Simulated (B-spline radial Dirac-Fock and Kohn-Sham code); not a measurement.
f′ and f″ of Cu, 19.68 keV to 78.92 keV

Model: the dispersion relation over Dirac-Hartree-Slater subshell photoionisation cross sections, with the Kissel-Pratt high-energy constant (isolated atom, no bound-bound lines or fine structure). Program: a radial finite-basis atomic code. The forward scattering factor is f₀ + f′ + i f″.

No edge lies in or near this range.

```
hν (eV)   λ (Å)  f′ (e)  f″ (e)  tabulated f′  tabulated f″
  19680  0.6300   0.343   1.036          0.34          1.02
22162.9  0.5594   0.332   0.835          0.33          0.82
  23540  0.5267   0.321   0.748          0.32          0.74
  23600  0.5254   0.320   0.744          0.31          0.73
  24100  0.5145   0.315   0.716          0.31          0.71
24209.8  0.5121   0.314   0.710          0.31          0.70
  24890  0.4981   0.307   0.675          0.30          0.67
  27750  0.4468   0.276   0.551          0.27          0.54
  30000  0.4133       ?       ?             ?             ?
  36140  0.3431   0.194   0.334          0.19          0.33
  40000  0.3100   0.163   0.274          0.16          0.27
  50070  0.2476   0.102   0.176          0.10          0.17
  69700  0.1779   0.033   0.091          0.03          0.09
  78920  0.1571   0.013   0.071          0.01          0.07
```

Task: What are f′ and f″ at 30000 eV?

Result: f′ = 0.252 and f″ = 0.476 electrons (tables: 0.25 and 0.47). By the optical theorem f″ corresponds to a photoabsorption cross section 2 rₑ λ f″ = 1110 b.

Tabulated f′: xraylib 4.2 anomalous scattering factors (Cullen et al., EPDL97); f″: Chantler's tables (J. Phys. Chem. Ref. Data 1995 and 2000). Both are theoretical tables.

Values without a named source are computed, but for edge energies of neutral atoms, which are taken from tables.
